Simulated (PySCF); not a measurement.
## Rh (rhodium, neutral) across methods

[Kr] 4d8 5p1, one real determinant (an excited configuration). Computed with PySCF 2.14 in def2-TZVPPD with the def2 core potential (28 electrons) (6s4p3d2f1g, 56 functions), with a scalar-relativistic core potential.

```
method  E (hartree)  mean ε 4d α (eV)  mean ε 4d β (eV)  mean ε 5p α (eV)  Σ⟨r²⟩ (bohr²)   ⟨S²⟩
   LDA    -110.1208            -8.191            -6.936            -2.042          58.33  3.750
   PBE    -110.3659            -8.001            -6.830            -1.990          58.74  3.751
  PBE0    -110.3478            -9.726            -8.445            -2.421          59.08  3.751
   UHF   -109.63251           -14.216           -12.526            -3.273          61.37  3.754
r2SCAN    -110.3881            -8.225            -6.970            -2.072          58.44  3.751
 B3LYP    -110.3979            -9.375            -8.222            -2.301          58.96  3.751
PBEsol    -110.1992            -8.011            -6.784            -1.987          58.56  3.750
M06-2X    -110.2631           -11.634           -10.245            -2.801          59.45  3.754
   M06    -110.3349            -9.861            -8.451            -2.200          58.82  3.754
```

⟨L²⟩ = 14.01 against 20 for a pure G term, so this real determinant mixes terms. Energies and moments cover only the electrons outside the core potential.
